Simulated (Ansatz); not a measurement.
```yaml
crystal:
  periodic: [true, true, true]
  atoms:
    - {symbol: Cl, position_ang: [-1.229803, -2.160572, 2.161341]}
    - {symbol: Al, position_ang: [0.336251, -1.110379, 1.249011]}
    - {symbol: Cl, position_ang: [2.296041, -1.451649, 1.903659]}
    - {symbol: O, position_ang: [-0.021603, 0.666901, 1.273616]}
    - {symbol: C, position_ang: [-0.259324, 1.383035, 0.253182]}
    - {symbol: C, position_ang: [-0.277913, 0.936530, -1.061135]}
    - {symbol: C, position_ang: [-0.022320, -0.389979, -1.380803]}
    - {symbol: O, position_ang: [0.243015, -1.312308, -0.550411]}
    - {symbol: H, position_ang: [-0.462383, 2.437798, 0.456407]}
    - {symbol: H, position_ang: [-0.493032, 1.638271, -1.853799]}
    - {symbol: H, position_ang: [-0.043527, -0.694647, -2.430468]}
basis:
  gaussian: {orbitals: def2-TZVPP}
hamiltonian: {xc: {name: HSE06}, dispersion: d3bjatm}
```

```sh
$ ansatz run in.yaml --threads 4 --pin off --events-out ev --progress --plain --max-ram 11315MiB
```

Shortened log:

```
Error: YAML parse error: error: line 2 column 3: crystal: missing field `lattice` (a structure is typed as `lattice` and `atoms`, a molecule's as `atoms` in Å alone, or read from a run's directory, `checkpoint`)
 --> <input>:2:3
1 | crystal:
2 |   periodic: [true, true, true]
3 |   atoms:
4 |     - {symbol: Cl, position_ang: [-1.229803, -2.160572, 2.161341]}
```

Problem. Something in this input is off. What?

Solution. The molecule is marked periodic without a cell. The program refused the input.

HSE06 is defined as in plane-wave codes.
